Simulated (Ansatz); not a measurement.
Consider the cleavage of the Si–Si bond: `C[SiH](F)[SiH2]Cl` + CH₃NH₂ → `CN[SiH2]Cl` + `C[SiH2]F`.

Gas-phase electronic energies from Ansatz, PBE0-D4/def2-TZVP geometries. CCSD(T)/CBS adds triple-zeta CCSD(T) − MP2 to the extrapolated MP2 energy (def2 sets, frozen cores). Each species was taken in one conformer, which may not be the lowest.

`C[SiH](F)[SiH2]Cl`:

Cartesian coordinates in Å:
```
C -1.271 1.042 -0.493
Si -0.630 -0.391 0.498
F -1.474 -1.713 0.138
Si 1.634 -0.802 0.034
Cl 2.619 0.965 0.476
H -2.318 1.242 -0.252
H -1.192 0.849 -1.565
H -0.689 1.939 -0.264
H -0.795 -0.145 1.956
H 2.230 -1.875 0.871
H 1.887 -1.112 -1.397
```

CH₃NH₂:

```xyz
7

C     0.288   -0.273    0.407
N    -0.594    0.571   -0.381
H     0.954   -0.928   -0.173
H    -0.311   -0.906    1.066
H     0.912    0.354    1.048
H    -1.190    0.009   -0.975
H    -0.059    1.174   -0.992
```

`CN[SiH2]Cl`:

Cartesian coordinates in Å:
```
C -0.182 1.398 -0.075
N -0.679 0.040 0.023
Si 0.302 -1.338 -0.123
Cl 1.633 -1.628 1.442
H 0.151 1.805 0.887
H -0.948 2.062 -0.485
H 0.670 1.424 -0.758
H -1.524 -0.043 0.567
H -0.576 -2.527 -0.152
H 1.151 -1.194 -1.326
```

`C[SiH2]F`:

```xyz
8

C    -0.720    0.237   -0.629
Si    0.612   -0.194    0.586
F     1.847   -0.858   -0.192
H    -1.075   -0.653   -1.153
H    -1.570    0.687   -0.110
H    -0.357    0.952   -1.371
H     1.126    1.013    1.282
H     0.137   -1.184    1.586
```

| species | HF/def2-QZVPP energy (Eh) |
| --- | --- |
| `C[SiH](F)[SiH2]Cl` | -1178.42823 |
| CH₃NH₂ | -95.26228 |
| `CN[SiH2]Cl` | -844.41046 |
| `C[SiH2]F` | -429.31530 |

Work out ΔE.

ΔE = (-844.41046) + (-429.31530) − (-1178.42823) − (-95.26228) = -0.03525 Eh = -0.96 eV. CCSD(T)/CBS gives -0.81 eV.

What do rigid-rotor, harmonic-oscillator terms from PBE0-D4/def2-TZVP frequencies (298.15 K, 1 bar) make of the CCSD(T)/CBS value? (An estimate is asked.)

Computed: ΔZPE = -0.04 eV, ΔH = -0.88 eV, ΔS = -8 J/(mol·K), ΔG = -0.85 eV. Modes under 50 cm⁻¹ make the entropy rough.

Largest T1 diagnostic among the species: 0.011.

From PBE to PBE0 (25 % exact exchange), in def2-TZVPP and without D4, ΔE moves by −0.06 eV. Leaving LDA and LC-ωPBE aside and taking each functional with its dispersion term where it has one, the values, not all of them listed here, spread over 0.24 eV, from B2PLYP to PBE-D4. LDA lies −0.09 eV from PBE without D4.
